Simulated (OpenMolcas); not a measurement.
Cr4+ in a ligand field

Cr4+ with 6 ligands (fluoride) in octahedral coordination (Oh) at 1.86 Å. A charge of +0.333 e stands 2.6 Å behind each ligand. Ligand basis ANO-RCC-VDZP.
```
Cr    0.0000    0.0000    0.0000
F     1.8600    0.0000    0.0000
F     0.0000    1.8600    0.0000
F    -1.8600    0.0000    0.0000
F     0.0000   -1.8600    0.0000
F     0.0000    0.0000    1.8600
F     0.0000    0.0000   -1.8600
```

```yaml
Program: OpenMolcas 26.06
Method: CASSCF
Basis: ANO-RCC-VDZP [5s4p2d1f]
Scalar_Hamiltonian: DKH2, point nucleus
Active_space: 2 electrons in 5 orbitals (3d)
State_averaging: 2S+1 = 3 even, 10 roots; 2S+1 = 1 even, 15 roots
Spin-orbit_coupling: RASSI with atomic mean-field integrals over the reference wave functions
```

The lowest spin-free states (labels of O, the rotations of Oh), above the lowest:

```tsv
State	Degeneracy	E (cm-1)
3T1	3	0.0
1T2	3	15133
1E	2	15607
3T2	3	17360
3T1	3	31096
1A1	1	31801
1T2	3	33443
3A2	1	36667
1T1	3	37103
1E	2	52410
1A1	1	72739
```

The lowest levels with spin-orbit coupling:

```json
{"E (cm-1)": "0.0", "Degeneracy": "2", "Label": "E", "2S+1": "3"}
{"E (cm-1)": "8.0", "Degeneracy": "3", "Label": "T2", "2S+1": "3"}
{"E (cm-1)": "404.9", "Degeneracy": "3", "Label": "T1", "2S+1": "3"}
{"E (cm-1)": "602.1", "Degeneracy": "1", "Label": "A1", "2S+1": "3"}
{"E (cm-1)": "15293", "Degeneracy": "3", "Label": "T2", "2S+1": "1"}
{"E (cm-1)": "15817", "Degeneracy": "2", "Label": "E", "2S+1": "1"}
{"E (cm-1)": "17423", "Degeneracy": "1", "Label": "A2", "2S+1": "3"}
{"E (cm-1)": "17547", "Degeneracy": "3", "Label": "T2", "2S+1": "3"}
{"E (cm-1)": "17651", "Degeneracy": "3", "Label": "T1", "2S+1": "3"}
{"E (cm-1)": "17657", "Degeneracy": "2", "Label": "E", "2S+1": "3"}
{"E (cm-1)": "30993", "Degeneracy": "1", "Label": "A1", "2S+1": "3"}
{"E (cm-1)": "31189", "Degeneracy": "3", "Label": "T1", "2S+1": "3"}
{"E (cm-1)": "31419", "Degeneracy": "3", "Label": "T2", "2S+1": "3"}
{"E (cm-1)": "31437", "Degeneracy": "2", "Label": "E", "2S+1": "3"}
{"E (cm-1)": "32085", "Degeneracy": "1", "Label": "A1", "2S+1": "1"}
{"E (cm-1)": "33654", "Degeneracy": "3", "Label": "T2", "2S+1": "1"}
{"E (cm-1)": "36910", "Degeneracy": "3", "Label": "T2", "2S+1": "3"}
{"E (cm-1)": "37320", "Degeneracy": "3", "Label": "T1", "2S+1": "1"}
{"E (cm-1)": "52631", "Degeneracy": "2", "Label": "E", "2S+1": "1"}
{"E (cm-1)": "72962", "Degeneracy": "1", "Label": "A1", "2S+1": "1"}
```

Powder χT (cm3 K/mol): 0.0405 at 2 K, 0.12 at 10 K, 0.22 at 50 K, 0.332 at 100 K, 0.544 at 200 K, 0.713 at 300 K. The effective moment at 300 K is 2.828 √(χT) = 2.39 μB.

The lowest level has 2S+1 = 3, for which the spin-only value is χT = S(S+1) / 2 = 1.000 cm3 K/mol (g = 2). The computed 0.713 at 300 K differs by -0.287, through orbital momentum, spin-orbit coupling and any other state in reach. With a threefold ground state the orbital momentum is unquenched, so the spin-only value is not expected to hold.

Metal share of the active 3d orbitals (Löwdin): 81, 81, 93, 93, 93 %; Mulliken charge of the metal 2.32.

A least-squares ligand-field fit to the states below 45000 cm-1, each weighted by its degeneracy and with a free common offset, gives 10Dq = 18672 cm-1, B = 1035 cm-1 and C = 3891 cm-1 (C/B = 3.76), with an rms deviation of 391 cm-1.

An orbital triplet at a regular site is open to Jahn-Teller coupling, which can distort the site and quench the lowest spin-orbit gaps and is left out. Without dynamic correlation the repulsion within the d shell is too large (B by tens of per cent), so at a given field states of lower spin stand too high. The least metal-like active orbital is 81 % on the metal (Löwdin) and no ligand orbital is active, so the numbers are rough. Ligand-to-metal charge-transfer states are missing. With no ligand orbital active B as a rule stays too high, so bands that hang on it stand too high and its fall with covalency is understated. With metal d orbitals alone and no dynamic correlation the field as a rule comes out too small, by tens of per cent, by up to half for chloride and softer ligands. No measured value stands beside these numbers; the geometry is a model, was not optimised and need not be the one that this ion takes.

The RASSCF and RASSI steps took 7.7 s on 1 thread of AMD EPYC 9R45 96-Core Processor (Zen 5), with other jobs on the host; the integral step is not counted.
